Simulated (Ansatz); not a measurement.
Frontier orbitals of `N[CH](O)[Zn][OH]`.

```tsv
atom	x (Å)	y (Å)	z (Å)
N1	-1.325	0.844	-0.448
C2	-0.562	-0.367	-0.264
O3	-1.092	-1.085	0.847
Zn4	1.360	-0.070	0.034
O5	3.104	0.195	0.282
H6	-0.817	1.585	-0.905
H7	-2.194	0.682	-0.944
H8	-0.671	-1.072	-1.098
H9	-1.321	-0.415	1.501
H10	3.517	-0.296	0.994
```

The species carries charge 0 and has multiplicity 1. For Zn the d shell is correlated and the shells below it are frozen. Scalar relativity is left out up to krypton. Geometry: relaxed with PBE0-D4/def2-TZVP. It is one conformer, not always the lowest. Basis def2-TZVPP, Ansatz 0.2.0.

```json
{"functional": "PBE", "HOMO (eV)": "-5.37", "LUMO (eV)": "-1.23", "gap (eV)": "4.14"}
{"functional": "revPBE", "HOMO (eV)": "-5.29", "LUMO (eV)": "-1.13", "gap (eV)": "4.16"}
{"functional": "B97M-V", "HOMO (eV)": "-5.66", "LUMO (eV)": "-1.18", "gap (eV)": "4.48"}
{"functional": "PBE0", "HOMO (eV)": "-6.64", "LUMO (eV)": "-0.41", "gap (eV)": "6.23"}
{"functional": "BHLYP", "HOMO (eV)": "-7.88", "LUMO (eV)": "0.21", "gap (eV)": "8.09"}
{"functional": "ωB97M-V", "HOMO (eV)": "-8.91", "LUMO (eV)": "1.05", "gap (eV)": "9.96"}
```

Against PBE, PBE0 changes HOMO and LUMO by −1.26 and +0.82 eV, ωB97M-V by −3.54 and +2.28 eV. A gap of 4.14 eV thus becomes 9.96 eV for the same molecule, so an orbital gap means little without its functional. A positive LUMO is unbound and depends on the basis.
